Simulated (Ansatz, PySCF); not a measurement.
Gas-phase reaction (SMILES): OBO [boronic acid] + B (BH3) → 2 BO (H3BO) [borinic acid]; bond separation energy.

Structures are relaxed separately at B3LYP-D3(BJ)/def2-TZVP in Ansatz (a quantum-chemistry and plane-wave program), one conformer each, not searched for the lowest. Valence correlation only, unless marked. Spin-orbit coupling is left out. No relativistic terms. CBS(X,Y): correlation extrapolated as X^-3; Hartree-Fock from the larger set. Thermal terms are rigid-rotor harmonic-oscillator values from B3LYP-D3(BJ) frequencies (Ansatz or PySCF) at 298.15 K and 1 atm. 1 Eh = 627.5095 kcal/mol.

```
species    E, CCSD(T)/CBS(cc-pVTZ,cc-pVQZ) (Ansatz) (Eh)  E, PBE-D3(BJ)/def2-TZVPD (Ansatz + dftd3) (Eh)  H - E (Eh)  G - E (Eh)
---------  ---------------------------------------------  ----------------------------------------------  ----------  ----------
OBO                                           -177.04392                                      -177.08053     0.04694     0.01791
B (BH3)                                        -26.54901                                       -26.55313     0.03008     0.00872
BO (H3BO)                                     -101.79827                                      -101.81992     0.03929     0.01314
```

Problem. Work out ΔE and ΔH, ΔG, ΔS and the equilibrium constant at 298.15 K at the first level, then ΔH at the second.

Solution. 
1. ΔE = [2×(-101.79827)] - [(-177.04392) + (-26.54901)] = -0.00361 Eh = -2.3 kcal/mol at CCSD(T)/CBS(cc-pVTZ,cc-pVQZ).
2. The terms H - E add up to 0.00156 Eh, so ΔH = (-0.00361 + (0.00156))×627.5095 = -1.3 kcal/mol.
3. The terms G - E add up to -0.00035 Eh, so ΔG = -2.5 kcal/mol, and ΔS = (0.00156 - (-0.00035))×627509.5/298.15 = 4.0 cal/(mol K).
4. log10 K = -ΔG/(RT ln 10) = 1.8, with RT ln 10 = 1.3642 kcal/mol.
5. At PBE-D3(BJ)/def2-TZVPD the same steps give ΔE = -3.9 and ΔH = -2.9 kcal/mol, a shift of -1.6 from the first level.
6. These values are not checked against measurement here, since the tables used lack a sound gas-phase enthalpy of formation for at least one species.
